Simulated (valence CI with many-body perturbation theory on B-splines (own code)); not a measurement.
## Cd XLII: E2, M1, M2 decay

Computed by valence CI with perturbative core correlation (CI+MBPT): five valence electrons over a frozen Dirac-Fock core [He], radial functions for each j: 11 s, 11 p, 10 d, 8 f, 5 g, 2 h, with the one-electron correlation potential Σ1 (screened to all orders), the two-electron term Σ2, the three-electron term Σ3, Breit, model QED; selected single and double excitations, second order for the rest, scaled by the run's own slope (own B-spline code, finite nucleus).

No measured spectrum was set against this ion. As an estimate, large intervals hold to a few tenths of a per cent, small ones and those within an open d or f shell to about a per cent. Among the levels kept, up to 7100 cm⁻¹ of a level comes from second order outside the variational space, and about a tenth of that is noise between levels of different J, which matters for small intervals.

Lines 1 to 50 of 70 in falling wavelength, among levels below 4473.0 eV, chosen from the decays that carry over 1 % of a level's rate. Wavelengths and rates use the calculated energies. Electric multipoles are in the length gauge, E1 and E2 with the static RPA response of the core. S is in atomic units (e²a₀⁴ for E2 and M2, e²a₀⁶ for E3), for M1 in squared Bohr magnetons. Weak lines are less certain than strong ones. Lines between different terms over intervals too small for the method are left out, as are lines whose strength nearly cancels. The highest levels of a list are the least certain.

Levels are named by their leading jj configuration (3d3/2^4 stands for four electrons in 3d with j = 3/2), which in mixed levels can hold well under half, so a name can repeat and another be missing. Letters in brackets count levels of one name in rising energy.

| λ vac (nm) | Upper | Lower | Type | A (s⁻¹) | S (a.u.) |
| --- | --- | --- | --- | --- | --- |
| 6.670 | (2s^2 2p1/2 2p3/2^2) J=3/2 | (2s^2 2p1/2^2 2p3/2) J=3/2 | M1 | 6.77e+07 | 2.98e+00 |
| 6.636 | (2s^2 2p3/2^3) J=3/2 | (2s^2 2p1/2 2p3/2^2) J=1/2 | M1 | 1.65e+07 | 7.15e-01 |
| 6.077 | (2s^2 2p1/2 2p3/2^2) J=5/2 | (2s^2 2p1/2^2 2p3/2) J=3/2 | M1 | 1.18e+07 | 5.90e-01 |
| 5.828 | (2s^2 2p3/2^3) J=3/2 | (2s^2 2p1/2 2p3/2^2) J=5/2 | M1 | 2.35e+07 | 6.90e-01 |
| 5.392 | (2s^2 2p1/2 2p3/2^2) J=1/2 | (2s^2 2p1/2^2 2p3/2) J=3/2 | M1 | 5.07e+07 | 5.90e-01 |
| 5.370 | (2s^2 2p3/2^3) J=3/2 | (2s^2 2p1/2 2p3/2^2) J=3/2 | M1 | 9.93e+07 | 2.28e+00 |
| 0.3705 | (2s^2 2p1/2 2p3/2 3d5/2) J=9/2 | (2s 2p1/2 2p3/2^3) J=5/2 | E2 | 4.05e+08 | 2.53e-06 |
| 0.3495 | (2s^2 2p3/2^2 3d5/2) J=9/2 | (2s 2p1/2 2p3/2^3) J=5/2 | E2 | 4.80e+08 | 2.24e-06 |
| 0.3470 | (2s^2 2p1/2 2p3/2 3p1/2) J=3/2 [a] | (2s^2 2p1/2 2p3/2^2) J=1/2 | E2 | 1.75e+10 | 3.15e-05 |
| 0.3460 | (2s^2 2p1/2 2p3/2 3p1/2) J=5/2 | (2s^2 2p1/2 2p3/2^2) J=1/2 | E2 | 3.04e+10 | 8.08e-05 |
| 0.3450 | (2s^2 2p1/2 2p3/2 3p1/2) J=1/2 | (2s^2 2p1/2 2p3/2^2) J=5/2 | E2 | 4.00e+10 | 3.49e-05 |
| 0.3436 | (2s^2 2p1/2^2 3p1/2) J=1/2 | (2s^2 2p1/2^2 2p3/2) J=3/2 | E2 | 1.72e+11 | 1.47e-04 |
| 0.3436 | (2s^2 2p3/2^2 3p1/2) J=3/2 | (2s^2 2p3/2^3) J=3/2 | E2 | 3.68e+10 | 6.29e-05 |
| 0.3435 | (2s^2 2p1/2 2p3/2 3p1/2) J=5/2 | (2s^2 2p1/2 2p3/2^2) J=5/2 | E2 | 9.95e+10 | 2.55e-04 |
| 0.3433 | (2s^2 2p1/2 2p3/2 3p1/2) J=1/2 | (2s^2 2p1/2 2p3/2^2) J=3/2 | E2 | 5.88e+10 | 5.01e-05 |
| 0.3432 | (2s^2 2p3/2^2 3p1/2) J=5/2 | (2s^2 2p3/2^3) J=3/2 | E2 | 1.17e+11 | 2.98e-04 |
| 0.3428 | (2s^2 2p1/2 2p3/2 3p1/2) J=3/2 [a] | (2s^2 2p1/2 2p3/2^2) J=3/2 | E2 | 1.10e+11 | 1.86e-04 |
| 0.3420 | (2s 2p1/2 2p3/2^2 3p3/2) J=9/2 | (2s 2p1/2 2p3/2^3) J=5/2 | E2 | 2.27e+10 | 9.47e-05 |
| 0.3418 | (2s^2 2p1/2 2p3/2 3p1/2) J=5/2 | (2s^2 2p1/2 2p3/2^2) J=3/2 | E2 | 2.44e+10 | 6.10e-05 |
| 0.3415 | (2s^2 2p1/2 2p3/2 3p1/2) J=3/2 [b] | (2s^2 2p1/2 2p3/2^2) J=5/2 | E2 | 9.84e+10 | 1.63e-04 |
| 0.3409 | (2s^2 2p1/2 2p3/2 3p3/2) J=3/2 [a] | (2s^2 2p1/2 2p3/2^2) J=1/2 | E2 | 7.48e+09 | 1.23e-05 |
| 0.3403 | (2s^2 2p3/2^2 3p1/2) J=1/2 | (2s^2 2p3/2^3) J=3/2 | E2 | 1.21e+11 | 9.88e-05 |
| 0.3400 | (2s 2p1/2^2 2p3/2 3p3/2) J=7/2 | (2s 2p1/2^2 2p3/2^2) J=5/2 | E2 | 4.60e+10 | 1.49e-04 |
| 0.3395 | (2s^2 2p1/2 2p3/2 3p3/2) J=5/2 [a] | (2s^2 2p1/2 2p3/2^2) J=5/2 | E2 | 1.24e+10 | 2.99e-05 |
| 0.3392 | (2s^2 2p3/2^2 3p3/2) J=5/2 | (2s^2 2p3/2^3) J=3/2 | E2 | 4.37e+10 | 1.05e-04 |
| 0.3391 | (2s^2 2p3/2^2 3p3/2) J=7/2 | (2s^2 2p3/2^3) J=3/2 | E2 | 2.85e+10 | 9.14e-05 |
| 0.3390 | (2s^2 2p1/2 2p3/2 3p3/2) J=5/2 [b] | (2s^2 2p1/2 2p3/2^2) J=1/2 | E2 | 3.67e+10 | 8.81e-05 |
| 0.3390 | (2s^2 2p1/2 2p3/2 3p3/2) J=1/2 [a] | (2s^2 2p1/2 2p3/2^2) J=5/2 | E2 | 1.43e+10 | 1.15e-05 |
| 0.3389 | (2s 2p1/2^2 2p3/2 3p3/2) J=1/2 [b] | (2s 2p1/2^2 2p3/2^2) J=3/2 | E2 | 8.76e+10 | 6.99e-05 |
| 0.3385 | (2s^2 2p1/2 2p3/2 3p3/2) J=3/2 [a] | (2s^2 2p1/2 2p3/2^2) J=5/2 | E2 | 3.03e+10 | 4.82e-05 |
| 0.3379 | (2s^2 2p1/2 2p3/2 3p3/2) J=7/2 | (2s^2 2p1/2 2p3/2^2) J=5/2 | E2 | 5.67e+10 | 1.78e-04 |
| 0.3378 | (2s^2 2p1/2 2p3/2 3p3/2) J=5/2 [a] | (2s^2 2p1/2 2p3/2^2) J=3/2 | E2 | 4.78e+10 | 1.13e-04 |
| 0.3374 | (2s^2 2p1/2^2 3p3/2) J=3/2 | (2s^2 2p1/2^2 2p3/2) J=3/2 | E2 | 8.78e+10 | 1.37e-04 |
| 0.3373 | (2s^2 2p1/2 2p3/2 3p3/2) J=1/2 [a] | (2s^2 2p1/2 2p3/2^2) J=3/2 | E2 | 5.90e+10 | 4.61e-05 |
| 0.3368 | (2s^2 2p1/2 2p3/2 3p3/2) J=3/2 [a] | (2s^2 2p1/2 2p3/2^2) J=3/2 | E2 | 2.30e+10 | 3.57e-05 |
| 0.3363 | (2s^2 2p1/2 2p3/2 3p3/2) J=7/2 | (2s^2 2p1/2 2p3/2^2) J=3/2 | E2 | 6.56e+09 | 2.01e-05 |
| 0.3355 | (2s^2 2p1/2 2p3/2 3p3/2) J=1/2 [b] | (2s^2 2p1/2 2p3/2^2) J=5/2 | E2 | 1.27e+11 | 9.67e-05 |
| 0.3339 | (2s^2 2p1/2 2p3/2 3p3/2) J=1/2 [b] | (2s^2 2p1/2 2p3/2^2) J=3/2 | E2 | 6.16e+10 | 4.57e-05 |
| 0.3333 | (2s 2p1/2^2 2p3/2 3d5/2) J=9/2 | (2s 2p1/2^2 2p3/2^2) J=5/2 | M2 | 2.02e+09 | 7.42e-06 |
| 0.3309 | (2s^2 2p1/2 2p3/2 3d5/2) J=9/2 | (2s^2 2p1/2 2p3/2^2) J=5/2 | M2 | 1.94e+09 | 6.86e-06 |
| 0.3279 | (2s^2 2p3/2^2 3d5/2) J=9/2 | (2s 2p1/2^2 2p3/2^2) J=5/2 | E2 | 1.09e+09 | 3.68e-06 |
| 0.3220 | (2s 2p3/2^3 3p3/2) J=7/2 | (2s 2p1/2 2p3/2^3) J=5/2 | E2 | 4.80e+10 | 1.19e-04 |
| 0.3215 | (2s^2 2p1/2 2p3/2 3p3/2) J=5/2 [a] | (2s^2 2p1/2^2 2p3/2) J=3/2 | E2 | 2.04e+10 | 3.75e-05 |
| 0.3212 | (2s 2p1/2 2p3/2^2 3p3/2) J=9/2 | (2s 2p1/2^2 2p3/2^2) J=5/2 | E2 | 9.59e+10 | 2.93e-04 |
| 0.3211 | (2s^2 2p1/2 2p3/2 3p3/2) J=1/2 [a] | (2s^2 2p1/2^2 2p3/2) J=3/2 | E2 | 3.13e+10 | 1.91e-05 |
| 0.3207 | (2s^2 2p1/2 2p3/2 3p3/2) J=3/2 [a] | (2s^2 2p1/2^2 2p3/2) J=3/2 | E2 | 7.12e+10 | 8.62e-05 |
| 0.3205 | (2s^2 2p3/2^2 3p3/2) J=5/2 | (2s^2 2p1/2 2p3/2^2) J=5/2 | E2 | 5.27e+10 | 9.54e-05 |
| 0.3205 | (2s^2 2p3/2^2 3p3/2) J=7/2 | (2s^2 2p1/2 2p3/2^2) J=5/2 | E2 | 4.10e+10 | 9.90e-05 |
| 0.3201 | (2s^2 2p3/2^2 3p3/2) J=1/2 | (2s^2 2p1/2 2p3/2^2) J=5/2 | E2 | 6.34e+10 | 3.81e-05 |
| 0.3201 | (2s^2 2p1/2 2p3/2 3p3/2) J=7/2 | (2s^2 2p1/2^2 2p3/2) J=3/2 | E2 | 8.26e+10 | 1.98e-04 |
